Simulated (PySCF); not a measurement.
C6H3Cl, SMILES C#C/C=C(/Cl)C#C. The structure is a stationary point at PBE0-D3(BJ)/def2-SVP. The structure was generated by enumeration; whether it is a known compound was not checked.

Question: Give the equilibrium geometry at PBE0-D3(BJ)/def2-SVP (PySCF confirms it by a frequency run) as Cartesian coordinates in Å, and its point group. (The exact figures need the calculation; the answer reports its results.)

Answer: point group Cs.
```xyz
10

C      0.3849     3.1599     0.0000
C      0.6586     1.9766     0.0000
C      1.0127     0.6088     0.0000
C      0.1069    -0.3991     0.0000
Cl     0.6592    -2.0434     0.0000
C     -1.2990    -0.2273     0.0000
C     -2.5046    -0.0933     0.0000
H      0.1342     4.2046     0.0000
H      2.0752     0.3478     0.0000
H     -3.5721     0.0313     0.0000
```
